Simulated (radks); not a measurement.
Question: Coherent X-ray form factor from a spherical all-electron density. Calculated with a radial shooting solver on a logarithmic mesh with Libxc functionals: scalar-relativistic Kohn-Sham, PBE, spin-polarised, spherical densities, finite nucleus; Fermi nuclear charge, rms radius of each element as measured or else 0.836 A^(1/3) + 0.57 fm.

sin(theta)/lambda (1/angstrom),f0 (electrons)
0.05,46.926
0.1,46.706
0.15,46.343
0.2,45.842
0.25,45.211
0.3,44.458
0.4,42.631
0.5,40.459
0.6,38.050
0.8,32.955
1,28.105
1.25,23.090
1.5,19.465
2,15.232

The species is in the configuration that NIST lists as its ground one. Which atom or ion scatters so?

Answer: The mercury ion Hg33+, [Kr] 4d10 4f1. Extrapolating in s^2 from the first two rows gives f0(0) = 47.0, near the electron count 47; among species with that count, the fall with angle is slower the higher Z, and the table is that of Z = 80; from so few rows the species is fixed only to a neighbour or two.
